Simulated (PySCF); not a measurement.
Species: Ga(NH3)F3.
Bonds: Ga1–N2, Ga1–F6, Ga1–F7, Ga1–F8. Hydrogens: H3, H4, H5 on N2.

Method: PBE0-D3(BJ)/def2-SVP geometry optimisation, gas phase (PySCF).

Q: List the bond lengths and angles at this level.

A: 
```
                  bond  length (Å)
                Ga1–N2       2.056
Ga1–F6, Ga1–F7, Ga1–F8       1.754
   N2–H3, N2–H4, N2–H5       1.021
```

Bonds in one row agree within 0.01 Å and their mean is given. A selection of angles:
```
    angle  degrees
N2–Ga1–F6    100.5
N2–Ga1–F7     99.9
F6–Ga1–F7    116.9
Ga1–N2–H3    110.3
Ga1–N2–H4    111.0
 H3–N2–H4    108.1
```

Ga1 (gallium bonded to 3 F and N) is distorted tetrahedral (angles from 99.9° to 117.3°). N2 (nitrogen bonded to Ga and 3 H) is tetrahedral (angles from 108.1° to 111.2°). All 3 F–Ga bonds measure 1.753 to 1.755 Å.

Point group: near C3v, missed by 0.13 Å at most; the miss may be what the optimiser left on a soft mode (C3 holds within 0.08 Å). No PBE0-D3(BJ)/def2-SVP frequencies stand behind this structure, so it isn't proved a minimum.

Time: 27 s; peak memory 0.40 GiB. Hardware: an Arm Neoverse V1 with one thread (shared host). These figures are those of the optimisation.
